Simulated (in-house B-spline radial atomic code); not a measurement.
## Ionising As³⁺ with different functionals

Computed with a B-spline radial code for spherical atoms: non-relativistic Hamiltonian, point nucleus, spin-polarised at highest spin, spherical fractional occupations for the functionals, and exact exchange of hybrids averaged over the configuration. The ionisation energy is the difference of two self-consistent energies, [Ar] 3d10 4s2 → [Ar] 3d10 4s1, without Breit or QED terms; ε is the level of the shell that loses the electron (its least bound occupied spin orbital). There is no spin-orbit coupling in this Hamiltonian.

```json
{"method": "PBE0", "rung": "global hybrid", "ΔSCF (eV)": "49.08", "-ε(4s) (eV)": "44.90"}
{"method": "B3LYP", "rung": "global hybrid", "ΔSCF (eV)": "49.58", "-ε(4s) (eV)": "44.94"}
{"method": "TPSSh", "rung": "global hybrid", "ΔSCF (eV)": "48.97", "-ε(4s) (eV)": "44.14"}
{"method": "M06-2X", "rung": "global hybrid", "ΔSCF (eV)": "49.18", "-ε(4s) (eV)": "45.29"}
{"method": "BHandHLYP", "rung": "global hybrid", "ΔSCF (eV)": "49.02", "-ε(4s) (eV)": "46.12"}
{"method": "r2SCAN0", "rung": "global hybrid", "ΔSCF (eV)": "48.81", "-ε(4s) (eV)": "45.14"}
{"method": "B97-1", "rung": "global hybrid", "ΔSCF (eV)": "49.41", "-ε(4s) (eV)": "44.64"}
{"method": "HSE06", "rung": "range-separated hybrid", "ΔSCF (eV)": "49.16", "-ε(4s) (eV)": "44.63"}
{"method": "wB97X", "rung": "range-separated hybrid", "ΔSCF (eV)": "49.22", "-ε(4s) (eV)": "47.70"}
{"method": "CAM-B3LYP", "rung": "range-separated hybrid", "ΔSCF (eV)": "49.55", "-ε(4s) (eV)": "46.66"}
{"method": "LC-wPBE", "rung": "range-separated hybrid", "ΔSCF (eV)": "49.15", "-ε(4s) (eV)": "48.03"}
```

Problem. Among the functionals, which spreads more, the ΔSCF values or the orbital energies?

Solution. The orbital energies: ΔSCF values span about 0.77 eV and the orbital energies 3.89 eV; here energy differences depend much less on the functional than eigenvalues do.

Problem. How do they compare with the NIST value?

Solution. NIST lists 50.15 eV ± 0.06 (measured, ground level to ground level). Errors run from -1.34 to -0.57 eV; B3LYP is closest (-0.57 eV), though others lie within the uncertainty of it, and part of that can be cancellation, since the calculations leave out relativity, Breit-QED terms.
